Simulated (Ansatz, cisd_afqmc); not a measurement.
System: GeH$_{2}$, charge 0, singlet. GeH2 (SMILES [GeH2]).
B3LYP-D3(BJ)/def2-TZVP minimum from Ansatz (an electronic-structure program):
```xyz
3

Ge    -0.0030    -0.0010     0.0661
H      0.0397    -1.1207    -1.0751
H      0.0547     1.1536    -1.0391
```

Total energies in cc-pVDZ, 6 correlated electrons, 14 frozen orbitals. Radicals and triplets start from unrestricted determinants; spin-orbit coupling is neglected. Cores are frozen in correlated methods (noble-gas shells, and filled d and f shells in the p block). No relativity. AFQMC is phaseless with a CISD trial state; ± is one standard error, without the phaseless bias. Outlying blocks are dropped, and bars are widened where a walk drifts. Over all cases where full CI ran beside it in this data, AFQMC minus full CI had a median of +0.1 mEh and passed +0.4 mEh in a tenth of the cases. The restricted determinant of H2Ge ([GeH2], singlet) is unstable towards broken spin symmetry in at least one set run.

```
method         program          energy (Eh)  error against FCI (mEh)
----------  ----------  -------------------  -----------------------
HF              Ansatz          -2076.44354                   112.77
MP2             Ansatz          -2076.52728                    29.03
CCSD            Ansatz          -2076.55369                     2.62
CCSD(T)         Ansatz          -2076.55569                     0.61
CCSDT(Q)        Ansatz          -2076.55628                     0.02
CCSDTQ          Ansatz          -2076.55630                     0.00
AFQMC/CISD  cisd_afqmc  -2076.5562 ± 0.0001                0.1 ± 0.1
FCI             Ansatz          -2076.55630                     0.00
```

Rough core times of Ansatz's runs on a shared machine: CCSD(T) under 20 s, CCSDT(Q) under 20 s, CCSDTQ 20 s, FCI under 20 s.
